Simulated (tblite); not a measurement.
Isomers of CH11NSi3. Computed with GFN2-xTB (tblite): harmonic, unscaled wavenumbers at the GFN2-xTB geometry, gas phase. Against measured fundamentals such values can be off by several per cent, at times by over 20. Modes of hydrogen on silicon can be 10 to 20 % off. One conformer each.

Electronic energies: GFN2-xTB at the same geometries; isomer energies are rough at this level and their order can be wrong.

```tsv
SMILES	electronic energy, lowest = 0 (kcal/mol)
[SiH3]C[SiH2]N[SiH3]	0.0
NC([SiH3])([SiH3])[SiH3]	47.4
N[SiH2]C([SiH3])[SiH3]	23.9
```

Problem. How do GFN2-xTB zero-point energies change the relative energies?

Solution. 
```csv
SMILES,ZPE (kcal/mol),of it from modes above 1550 cm⁻¹,electronic (kcal/mol),"with ZPE, lowest = 0 (kcal/mol)",lowest mode (cm⁻¹),rings
[SiH3]C[SiH2]N[SiH3],66.7,38.9,0.0,0.0,32,0
N[SiH2]C([SiH3])[SiH3],66.6,39.5,23.9,23.8,52,0
NC([SiH3])([SiH3])[SiH3],65.4,40.7,47.4,46.2,131,0
```

The zero-point energies span 1.3 kcal/mol, from `NC([SiH3])([SiH3])[SiH3]` to `[SiH3]C[SiH2]N[SiH3]`. The order is unchanged.

Problem. What do entropy and thermal enthalpy add at 298.15 K and 1 bar (rigid rotor, harmonic oscillator, one conformer each)?

Solution. 
```
                  SMILES  point group  symmetry number  S (cal/(mol K))  H − H(0) (kcal/mol)  ZPE + H − H(0) − TS (kcal/mol)
    [SiH3]C[SiH2]N[SiH3]           C1                1            101.4                 7.22                            43.7
  N[SiH2]C([SiH3])[SiH3]           C1                1             98.4                 7.21                            44.4
NC([SiH3])([SiH3])[SiH3]           Cs                1             96.4                 7.21                            43.9
```
